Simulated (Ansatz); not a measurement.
Harmonic frequencies (cm⁻¹) at PBE0-D4/def2-TZVP from Ansatz: 255, 368, 372, 524, 558, 573, 806, 1216, 1407, 1622, 3591, 3726.

Each molecule was computed in one conformer, which needn't be the lowest.

Problem. Which molecule is it?
A. `B[O][GeH3]`
B. `CC=[Se]`
C. `OB(F)CF`
D. `NC(Cl)=[Se]`

Solution. D.
